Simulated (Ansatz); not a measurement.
Wavefunction ladder for CH5FOSn (`FC[O][SnH3]`)

```json
{"atom": "F1", "x (Å)": "-0.568", "y (Å)": "1.586", "z (Å)": "0.791"}
{"atom": "C2", "x (Å)": "-1.272", "y (Å)": "0.399", "z (Å)": "0.567"}
{"atom": "O3", "x (Å)": "-0.776", "y (Å)": "-0.255", "z (Å)": "-0.511"}
{"atom": "Sn4", "x (Å)": "1.195", "y (Å)": "-0.497", "z (Å)": "-0.649"}
{"atom": "H5", "x (Å)": "-1.181", "y (Å)": "-0.172", "z (Å)": "1.503"}
{"atom": "H6", "x (Å)": "-2.314", "y (Å)": "0.680", "z (Å)": "0.380"}
{"atom": "H7", "x (Å)": "1.742", "y (Å)": "-0.878", "z (Å)": "0.921"}
{"atom": "H8", "x (Å)": "1.306", "y (Å)": "-1.799", "z (Å)": "-1.736"}
{"atom": "H9", "x (Å)": "1.867", "y (Å)": "0.936", "z (Å)": "-1.266"}
```

Charge 0, multiplicity 1. Correlated methods include outer-core shells of Sn, which these sets cover unevenly. Sn takes the def2 core potential. The geometry is a stationary point of PBE0-D4/def2-TZVP. It is one conformer, not always the lowest. Frozen core, restricted reference, Ansatz.

| basis | HF (Eh) | MP2 corr. | CCSD corr. | (T) | CCSD(T) total |
| --- | --- | --- | --- | --- | --- |
| def2-SVP | ? | ? | -0.66360 | -0.01509 | ? |
| def2-TZVPP | -428.51036 | -0.99144 | -1.01053 | ? | ? |
| def2-QZVPP | ? | -1.25865 | – | – | – |

**Question.** Fill in the withheld values. (An estimate is asked.)

**Answer.** Computed: def2-SVP HF (Eh): -428.23383; def2-SVP MP2 corr.: -0.62509; def2-SVP CCSD(T) total: -428.91252; def2-TZVPP (T): -0.03229; def2-TZVPP CCSD(T) total: -429.55318; def2-QZVPP HF (Eh): -428.52250.
